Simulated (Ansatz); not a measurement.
Wavefunction ladder for CH6Cl2Si2 (`[SiH3]C[SiH](Cl)Cl`)

```xyz
11

Si    1.375   -0.755    0.388
C    -0.029   -0.245   -0.756
Si   -1.338    0.849   -0.050
Cl   -0.509    2.609    0.588
Cl   -2.241   -0.076    1.539
H     2.321   -1.621   -0.364
H     2.104    0.442    0.875
H     0.845   -1.516    1.547
H    -0.523   -1.151   -1.127
H     0.397    0.271   -1.624
H    -2.401    1.192   -1.017
```

Total charge 0; spin multiplicity 1. All single points use the PBE0-D4/def2-TZVP geometry. It is one conformer, not always the lowest. Frozen core, restricted reference, Ansatz. CBS rows extrapolate triple and quadruple zeta; past MP2 they add the triple-zeta difference.

| basis | HF (Eh) | MP2 corr. | CCSD corr. | (T) | CCSD(T) total |
| --- | --- | --- | --- | --- | --- |
| def2-TZVPP | -1538.41355 | -0.80160 | -0.87334 | -0.03567 | -1539.32256 |
| def2-QZVPP | -1538.45902 | -0.87129 | – | – | – |
| CBS(def2) | -1538.46528 | -0.92292 | -0.99466 | as TZ | -1539.49561 |
